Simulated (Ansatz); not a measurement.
`[Cl][SnH3]` → Cl• + `[SnH3]`•  (homolysis of the Cl–Sn bond)

Calculated with Ansatz (gas phase, PBE0-D4/def2-TZVP geometries, no zero-point term in ΔE). CBS: MP2 limit from def2 TZ/QZ plus the TZ coupled-cluster correction, frozen cores. This one scheme is used for every species, atoms too. DFT in def2-TZVPP. B3LYP here is the variant with VWN-RPA as its local correlation; programs differ in this. HSE06 is defined as in plane-wave codes. Open shells (•) are unrestricted, without spin–orbit coupling. Spin–orbit coupling would lower the free atoms: a little for Cl. Elements past krypton have def2 core potentials. Bonds to Sn are less sure, by a few kJ/mol each and by 10 to 20 or more in all where they break to atoms, as the def2 sets lack core-valence functions.

`[Cl][SnH3]`:

Cartesian coordinates in Å:
```
Cl 0.796 -0.925 -1.769
Sn -0.068 0.080 0.152
H 0.977 1.369 0.519
H -0.069 -1.124 1.352
H -1.635 0.601 -0.254
```

`[SnH3]`•:

Z-matrix (Å, degrees):
```
Sn
H 1 1.715
H 1 1.715 2 109.6
H 1 1.715 2 109.6 3 120.4
```

```json
{"level": "revPBE-D4", "ΔE (kJ/mol)": "381.1", "difference from CCSD(T)/CBS": "-25.1"}
{"level": "BLYP-D4", "ΔE (kJ/mol)": "376.6", "difference from CCSD(T)/CBS": "-29.6"}
{"level": "BHLYP-D4", "ΔE (kJ/mol)": "376.1", "difference from CCSD(T)/CBS": "-30.1"}
{"level": "PBE", "ΔE (kJ/mol)": "391.5", "difference from CCSD(T)/CBS": "-14.7"}
{"level": "BLYP", "ΔE (kJ/mol)": "367.8", "difference from CCSD(T)/CBS": "-38.4"}
{"level": "r2SCAN", "ΔE (kJ/mol)": "389.7", "difference from CCSD(T)/CBS": "-16.5"}
{"level": "B3LYP", "ΔE (kJ/mol)": "373.6", "difference from CCSD(T)/CBS": "-32.6"}
{"level": "HSE06", "ΔE (kJ/mol)": "388.5", "difference from CCSD(T)/CBS": "-17.7"}
{"level": "LC-ωPBE", "ΔE (kJ/mol)": "384.7", "difference from CCSD(T)/CBS": "-21.5"}
{"level": "HF/def2-SVP", "ΔE (kJ/mol)": "283.2", "difference from CCSD(T)/CBS": "-123.0"}
{"level": "CCSD/def2-SVP", "ΔE (kJ/mol)": "348.8", "difference from CCSD(T)/CBS": "-57.4"}
{"level": "CCSD(T)/def2-SVP", "ΔE (kJ/mol)": "353.7", "difference from CCSD(T)/CBS": "-52.5"}
{"level": "HF/def2-TZVPP", "ΔE (kJ/mol)": "290.8", "difference from CCSD(T)/CBS": "-115.4"}
{"level": "MP2/def2-TZVPP", "ΔE (kJ/mol)": "402.4", "difference from CCSD(T)/CBS": "-3.8"}
{"level": "SCS-MP2/def2-TZVPP", "ΔE (kJ/mol)": "392.6", "difference from CCSD(T)/CBS": "-13.6"}
{"level": "HF/def2-QZVPP", "ΔE (kJ/mol)": "292.6", "difference from CCSD(T)/CBS": "-113.6"}
{"level": "CCSD(T)/CBS", "ΔE (kJ/mol)": "406.2", "difference from CCSD(T)/CBS": "0"}
```

Largest T1 diagnostic among the species: 0.015.

The D4 term adds +7.1 kJ/mol with B3LYP and +3.7 kJ/mol with PBE0; it sums over pairs of atoms, weighted by their polarisabilities, and B3LYP, whose exchange is more repulsive, gets the larger term. Leaving LDA and LC-ωPBE aside and taking each functional with its dispersion term where it has one, the values, not all of them listed here, spread over 34.9 kJ/mol, from BHLYP-D4 to B97M-V. LDA lies +54.6 kJ/mol from PBE without D4, its usual overbinding. From PBE to PBE0 (25 % exact exchange), in def2-TZVPP and without D4, ΔE moves by −3.2 kJ/mol: exact exchange takes away binding that semilocal exchange gives to molecules.

CCSD(T)/CBS has its own doubt, a few kJ/mol and more with outer-core shells, so smaller differences from it don't rank the levels.
